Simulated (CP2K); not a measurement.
CP2K input wanted

Si2NH5Cl: 9 atoms, total charge 0, spin state doublet. SMILES: `[SiH2]N[SiH2]Cl`. The shape is that of a PBE0-D4/def2-TZVP optimisation. This is one conformer, not always the lowest.

| atom | x (Å) | y (Å) | z (Å) |
| --- | --- | --- | --- |
| Si | 0.4950 | 1.5892 | 0.7247 |
| N | 0.4239 | 0.3073 | -0.4444 |
| Si | -0.3381 | -1.2193 | -0.2824 |
| Cl | 0.8614 | -2.6269 | 0.6297 |
| H | 0.4518 | 2.9021 | 0.0145 |
| H | -0.6904 | 1.4208 | 1.6111 |
| H | 1.0696 | 0.3913 | -1.2188 |
| H | -1.5311 | -1.0541 | 0.5725 |
| H | -0.6536 | -1.7565 | -1.6241 |

Settings wanted:

| Setting | Value |
| --- | --- |
| task | gradient |
| method | PDG |
| reference | UHF |
| SCF convergence threshold | 1e-07 |
| iteration cap | 84 |
| starting guess | mopac |
| solver | DIAG |
| cell | (12.6, 15.5, 13.2) angstrom |
| vacuum round the molecule | 5 angstrom |
| added orbitals | 8 |

Problem. Write the CP2K 2026.2 input and the command.

Solution. One that was run (others would do as well):

qs.inp:
```
&GLOBAL
 PROJECT_NAME qs
 RUN_TYPE ENERGY_FORCE
 PRINT_LEVEL MEDIUM
&END GLOBAL
&FORCE_EVAL
 METHOD QS
 &DFT
  CHARGE 0
  MULTIPLICITY 2
  LSD T
  &QS
   METHOD PDG
   EPS_DEFAULT 1.0E-10
   &SE
    &COULOMB
     CUTOFF [angstrom] 50
     RC_RANGE [angstrom] 0
    &END COULOMB
    &EXCHANGE
     CUTOFF [angstrom] 50
     RC_RANGE [angstrom] 0
    &END EXCHANGE
   &END SE
  &END QS
  &POISSON
   PERIODIC NONE
   POISSON_SOLVER ANALYTIC
  &END POISSON
  &SCF
   SCF_GUESS MOPAC
   EPS_SCF 1.0E-07
   MAX_SCF 84
   ADDED_MOS 8
   &DIAGONALIZATION
    ALGORITHM STANDARD
   &END DIAGONALIZATION
   &MIXING
    METHOD DIRECT_P_MIXING
    ALPHA 0.4
   &END MIXING
  &END SCF
  &PRINT
   &MOMENTS
    PERIODIC F
    REFERENCE COM
    MAX_MOMENT 1
   &END MOMENTS
   &MO ON
    ENERGIES T
    OCCUPATION_NUMBERS T
    NDIGITS 6
    &EACH
     QS_SCF 0
    &END EACH
    ADD_LAST NUMERIC
   &END MO
   &HIRSHFELD OFF
   &END HIRSHFELD
  &END PRINT
 &END DFT
 &SUBSYS
  &CELL
   ABC [angstrom] 12.6 15.5 13.2
   PERIODIC NONE
  &END CELL
  &COORD
   UNIT bohr
   Si     0.9354144     3.0031528     1.3694845
   N      0.8010549     0.5807128    -0.8397943
   Si    -0.6389164    -2.3041431    -0.5336587
   Cl     1.6278101    -4.9641216     1.1899605
   H      0.8537783     5.4841742     0.0274010
   H     -1.3046669     2.6849229     3.0445378
   H      2.0212511     0.7394498    -2.3031982
   H     -2.8933597    -1.9919603     1.0818682
   H     -1.2351250    -3.3193039    -3.0691042
  &END COORD
  &TOPOLOGY
   &CENTER_COORDINATES
   &END CENTER_COORDINATES
  &END TOPOLOGY
 &END SUBSYS
 &PRINT
  &FORCES ON
  &END FORCES
 &END PRINT
&END FORCE_EVAL
```

```bash
$ OMP_NUM_THREADS=1 cp2k.psmp -i qs.inp > qs.out 2>&1
```

Calculated total energy: -25.40372 Eh, largest force 2.260 eV/Å. The shape is far from stationary at this level.
